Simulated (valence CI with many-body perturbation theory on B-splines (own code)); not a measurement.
## Level structure of Ar¹³⁺

Method: valence CI with perturbative core correlation (CI+MBPT): three valence electrons over a frozen Dirac-Fock core [He], a basis of 11 s, 11 p, 10 d, 8 f, 5 g, 2 h functions for each j, with the one-electron correlation potential Σ1 (screened to all orders), the two-electron term Σ2, the three-electron term Σ3, Breit, model QED; selected single and double excitations, second order for the rest, scaled by the run's own slope (own B-spline code, finite nucleus).

No measured spectrum was set against this ion. As an estimate, levels of excited configurations hold to 0.05 to 0.15 % of their energy, terms of the ground configuration to about 0.5 %.

Levels 1 to 45 of 192, with energies above the lowest level, 2s2 2p 2P°_1/2. "Leading %" is the weight of the configuration and term that name the level; weights of strongly mixed levels are sums over their largest components and can fall short. Lifetimes count E1, E2, E3, M1 and M2 decay at the calculated energies, and are blank where another channel may lead or the interval is too uncertain; long ones can be off by a factor of two.

| No. | Configuration | Term | J | E (eV) | Leading % | g | Second component | Lifetime |
| --- | --- | --- | --- | --- | --- | --- | --- | --- |
| 1 | 2s2 2p | 2P° | 1/2 | 0.00 | 97 | 0.664 |  |  |
| 2 | 2s2 2p | 2P° | 3/2 | 2.81 | 97 | 1.332 |  | 9.52 ms |
| 3 | 2s 2p2 | 4P | 1/2 | 28.42 | 100 | 2.665 |  | 222 ns |
| 4 | 2s 2p2 | 4P | 3/2 | 29.48 | 100 | 1.733 |  | 1.68 μs |
| 5 | 2s 2p2 | 4P | 5/2 | 30.91 | 100 | 1.598 |  | 421 ns |
| 6 | 2s 2p2 | 2D | 3/2 | 50.87 | 99 | 0.801 |  | 273 ps |
| 7 | 2s 2p2 | 2D | 5/2 | 50.99 | 99 | 1.201 |  | 328 ps |
| 8 | 2s 2p2 | 2S | 1/2 | 63.82 | 80 | 1.736 | 20 % 2s 2p2 2P | 64.9 ps |
| 9 | 2s 2p2 | 2P | 1/2 | 67.63 | 80 | 0.932 | 20 % 2s 2p2 2S | 44.2 ps |
| 10 | 2s 2p2 | 2P | 3/2 | 68.81 | 99 | 1.330 |  | 39.6 ps |
| 11 | 2p3 | 4S° | 3/2 | 89.01 | 99 | 1.996 |  | 43.4 ps |
| 12 | 2p3 | 2D° | 3/2 | 100.56 | 97 | 0.813 |  | 115 ps |
| 13 | 2p3 | 2D° | 5/2 | 100.80 | 100 | 1.199 |  | 114 ps |
| 14 | 2p3 | 2P° | 1/2 | 112.69 | 97 | 0.664 |  | 49.6 ps |
| 15 | 2p3 | 2P° | 3/2 | 113.23 | 94 | 1.322 |  | 50.5 ps |
| 16 | 2s2 3s | 2S | 1/2 | 423.62 | 94 | 2.001 | 4 % 2p2 3s 2S | 1.89 ps |
| 17 | 2s2 3p | 2P° | 1/2 | 437.61 | 91 | 0.665 | 4 % 2p2 3p 2P° | 21.2 ps |
| 18 | 2s2 3p | 2P° | 3/2 | 438.38 | 91 | 1.333 | 4 % 2p2 3p 2P° | 21.0 ps |
| 19 | 2s2 3d | 2D | 3/2 | 451.39 | 94 | 0.799 | 5 % 2p2 3d 2D | 292 fs |
| 20 | 2s2 3d | 2D | 5/2 | 451.61 | 94 | 1.200 | 5 % 2p2 3d 2D | 296 fs |
| 21 | 2s 2p 3s | 4P° | 1/2 | 452.37 | 98 | 2.660 |  | 1.63 ps |
| 22 | 2s 2p 3s | 4P° | 3/2 | 453.24 | 97 | 1.728 |  | 1.60 ps |
| 23 | 2s 2p 3s | 4P° | 5/2 | 455.01 | 98 | 1.600 |  | 1.57 ps |
| 24 | 2s 2p 3s | 2P° | 1/2 | 459.33 | 95 | 0.671 |  | 2.15 ps |
| 25 | 2s 2p 3s | 2P° | 3/2 | 461.25 | 94 | 1.336 |  | 1.95 ps |
| 26 | 2s 2p 3p | 4D | 1/2 | 464.83 | 68 | 0.214 | 30 % 2s 2p 3p 2P | 2.34 ps |
| 27 | 2s 2p 3p | 4D | 3/2 | 465.60 | 73 | 1.239 | 24 % 2s 2p 3p 2P | 2.99 ps |
| 28 | 2s 2p 3p | 2P | 1/2 | 466.57 | 64 | 0.471 | 31 % 2s 2p 3p 4D | 1.02 ps |
| 29 | 2s 2p 3p | 2P | 3/2 | 466.86 | 61 | 1.340 | 25 % 2s 2p 3p 4D | 1.11 ps |
| 30 | 2s 2p 3p | 4D | 5/2 | 466.94 | 98 | 1.373 |  | 670 ps |
| 31 | 2s 2p 3p | 4D | 7/2 | 468.52 | 99 | 1.428 |  | 1.14 ns |
| 32 | 2s 2p 3p | 4S | 3/2 | 469.62 | 81 | 1.910 | 10 % 2s 2p 3p 4P | 7.64 ps |
| 33 | 2s 2p 3p | 4P | 1/2 | 470.76 | 97 | 2.651 |  | 48.2 ps |
| 34 | 2s 2p 3p | 4P | 3/2 | 471.80 | 85 | 1.735 | 11 % 2s 2p 3p 4S | 21.4 ps |
| 35 | 2s 2p 3p | 4P | 5/2 | 472.42 | 92 | 1.573 | 6 % 2s 2p 3p 2D | 10.6 ps |
| 36 | 2s 2p 3p | 2D | 3/2 | 472.76 | 93 | 0.839 |  | 646 fs |
| 37 | 2s 2p 3p | 2D | 5/2 | 474.54 | 92 | 1.222 | 6 % 2s 2p 3p 4P | 665 fs |
| 38 | 2s 2p 3d | 4F° | 3/2 | 476.84 | 96 | 0.417 |  | 9.65 ps |
| 39 | 2s 2p 3d | 4F° | 5/2 | 477.37 | 96 | 1.040 |  | 5.31 ps |
| 40 | 2s 2p 3p | 2S | 1/2 | 478.07 | 97 | 1.991 |  | 589 fs |
| 41 | 2s 2p 3d | 4F° | 7/2 | 478.18 | 95 | 1.245 | 4 % 2s 2p 3d 4D° | 4.04 ps |
| 42 | 2s 2p 3d | 4F° | 9/2 | 479.46 | 100 | 1.333 |  | 3.92 ns |
| 43 | 2s 2p 3d | 4D° | 5/2 | 480.74 | 43 | 1.401 | 32 % 2s 2p 3d 4P° | 275 fs |
| 44 | 2s 2p 3d | 4D° | 3/2 | 480.83 | 73 | 1.228 | 13 % 2s 2p 3d 4P° | 222 fs |
| 45 | 2s 2p 3d | 4D° | 1/2 | 480.83 | 80 | 0.176 | 14 % 2s 2p 3s 2P° | 218 fs |

Names give the largest LS component (configuration and term), which can be under half, so a name can repeat, a term be missing and a line seem to break the LS rules; names also repeat where a configuration has a term twice.

The ionisation energy to 2s2 1S_0 of the next ion comes out as 755.12 eV (NIST: 755.13 ± 0.22 eV (semi-empirical)). All 192 levels together are meant to be complete up to 638.13 eV.
